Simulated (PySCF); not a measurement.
C2H9FOSi2, SMILES C[SiH2]CO[SiH2]F.

Geometry: PBE-D3(BJ)/def2-SVP. The structure was generated by enumeration, and PubChem lists no compound with its InChIKey, so it may never have been made. One conformer was computed; it need not be the lowest.

Computed with PBE-D3(BJ)/def2-SVP in PySCF.

Frequencies are harmonic and unscaled.

```json
[
 {"mode": "1", "ν (cm⁻¹)": "17", "IR (km/mol)": "0.8", "moving atoms (share of kinetic energy)": "F 35 %, O 27 %, C 23 %, H 12 %"},
 {"mode": "2", "ν (cm⁻¹)": "58", "IR (km/mol)": "2.0", "moving atoms (share of kinetic energy)": "F 32 %, H 27 %, Si 24 %, C 13 %"},
 {"mode": "3", "ν (cm⁻¹)": "77", "IR (km/mol)": "0.5", "moving atoms (share of kinetic energy)": "C 41 %, H 24 %, O 18 %, Si 11 %"},
 {"mode": "4", "ν (cm⁻¹)": "135", "IR (km/mol)": "1.2", "moving atoms (share of kinetic energy)": "H 68 %, C 13 %, F 9 %"},
 {"mode": "5", "ν (cm⁻¹)": "167", "IR (km/mol)": "1.4", "moving atoms (share of kinetic energy)": "H 39 %, Si 19 %, C 19 %, O 18 %"},
 {"mode": "6", "ν (cm⁻¹)": "176", "IR (km/mol)": "1.6", "moving atoms (share of kinetic energy)": "H 49 %, O 22 %, C 15 %, Si 12 %"},
 {"mode": "7", "ν (cm⁻¹)": "243", "IR (km/mol)": "4.3", "moving atoms (share of kinetic energy)": "Si 33 %, H 32 %, C 18 %, F 9 %"},
 {"mode": "8", "ν (cm⁻¹)": "338", "IR (km/mol)": "16.0", "moving atoms (share of kinetic energy)": "O 40 %, Si 31 %, F 20 %"},
 {"mode": "9", "ν (cm⁻¹)": "465", "IR (km/mol)": "8.4", "moving atoms (share of kinetic energy)": "H 83 %, Si 15 %"},
 {"mode": "10", "ν (cm⁻¹)": "568", "IR (km/mol)": "1.0", "moving atoms (share of kinetic energy)": "H 77 %, C 10 %, Si 10 %"},
 {"mode": "11", "ν (cm⁻¹)": "611", "IR (km/mol)": "5.5", "moving atoms (share of kinetic energy)": "H 72 %, C 21 %"},
 {"mode": "12", "ν (cm⁻¹)": "666", "IR (km/mol)": "13.1", "moving atoms (share of kinetic energy)": "H 48 %, C 38 %, Si 12 %"},
 {"mode": "13", "ν (cm⁻¹)": "679", "IR (km/mol)": "104.3", "moving atoms (share of kinetic energy)": "H 59 %, Si 22 %, C 12 %"},
 {"mode": "14", "ν (cm⁻¹)": "731", "IR (km/mol)": "0.0", "moving atoms (share of kinetic energy)": "H 93 %"},
 {"mode": "15", "ν (cm⁻¹)": "739", "IR (km/mol)": "13.3", "moving atoms (share of kinetic energy)": "C 38 %, H 36 %, Si 24 %"},
 {"mode": "16", "ν (cm⁻¹)": "779", "IR (km/mol)": "33.3", "moving atoms (share of kinetic energy)": "O 33 %, H 21 %, C 20 %, Si 17 %, F 10 %"},
 {"mode": "17", "ν (cm⁻¹)": "823", "IR (km/mol)": "21.3", "moving atoms (share of kinetic energy)": "H 63 %, C 26 %, Si 8 %"},
 {"mode": "18", "ν (cm⁻¹)": "843", "IR (km/mol)": "13.3", "moving atoms (share of kinetic energy)": "F 39 %, H 39 %, Si 15 %"},
 {"mode": "19", "ν (cm⁻¹)": "856", "IR (km/mol)": "38.0", "moving atoms (share of kinetic energy)": "H 78 %, C 17 %"},
 {"mode": "20", "ν (cm⁻¹)": "872", "IR (km/mol)": "350.1", "moving atoms (share of kinetic energy)": "H 74 %, Si 16 %, C 9 %"},
 {"mode": "21", "ν (cm⁻¹)": "909", "IR (km/mol)": "122.6", "moving atoms (share of kinetic energy)": "H 91 %"},
 {"mode": "22", "ν (cm⁻¹)": "915", "IR (km/mol)": "86.7", "moving atoms (share of kinetic energy)": "H 91 %, Si 8 %"},
 {"mode": "23", "ν (cm⁻¹)": "949", "IR (km/mol)": "232.3", "moving atoms (share of kinetic energy)": "H 57 %, Si 30 %, F 9 %"},
 {"mode": "24", "ν (cm⁻¹)": "1092", "IR (km/mol)": "250.0", "moving atoms (share of kinetic energy)": "O 58 %, C 32 %"},
 {"mode": "25", "ν (cm⁻¹)": "1197", "IR (km/mol)": "7.2", "moving atoms (share of kinetic energy)": "H 90 %"},
 {"mode": "26", "ν (cm⁻¹)": "1214", "IR (km/mol)": "21.8", "moving atoms (share of kinetic energy)": "H 79 %, C 21 %"},
 {"mode": "27", "ν (cm⁻¹)": "1244", "IR (km/mol)": "2.1", "moving atoms (share of kinetic energy)": "H 75 %, C 23 %"},
 {"mode": "28", "ν (cm⁻¹)": "1381", "IR (km/mol)": "4.5", "moving atoms (share of kinetic energy)": "H 96 %"},
 {"mode": "29", "ν (cm⁻¹)": "1387", "IR (km/mol)": "3.1", "moving atoms (share of kinetic energy)": "H 96 %"},
 {"mode": "30", "ν (cm⁻¹)": "1403", "IR (km/mol)": "9.8", "moving atoms (share of kinetic energy)": "H 94 %"},
 {"mode": "31", "ν (cm⁻¹)": "2146", "IR (km/mol)": "122.0", "moving atoms (share of kinetic energy)": "H 97 %"},
 {"mode": "32", "ν (cm⁻¹)": "2161", "IR (km/mol)": "107.4", "moving atoms (share of kinetic energy)": "H 96 %"},
 {"mode": "33", "ν (cm⁻¹)": "2181", "IR (km/mol)": "109.3", "moving atoms (share of kinetic energy)": "H 97 %"},
 {"mode": "34", "ν (cm⁻¹)": "2234", "IR (km/mol)": "113.4", "moving atoms (share of kinetic energy)": "H 96 %"},
 {"mode": "35", "ν (cm⁻¹)": "2920", "IR (km/mol)": "27.2", "moving atoms (share of kinetic energy)": "H 95 %"},
 {"mode": "36", "ν (cm⁻¹)": "2976", "IR (km/mol)": "17.1", "moving atoms (share of kinetic energy)": "H 90 %, C 10 %"},
 {"mode": "37", "ν (cm⁻¹)": "2980", "IR (km/mol)": "3.2", "moving atoms (share of kinetic energy)": "H 97 %"},
 {"mode": "38", "ν (cm⁻¹)": "3081", "IR (km/mol)": "2.6", "moving atoms (share of kinetic energy)": "H 91 %, C 9 %"},
 {"mode": "39", "ν (cm⁻¹)": "3087", "IR (km/mol)": "1.7", "moving atoms (share of kinetic energy)": "H 91 %, C 9 %"}
]
```
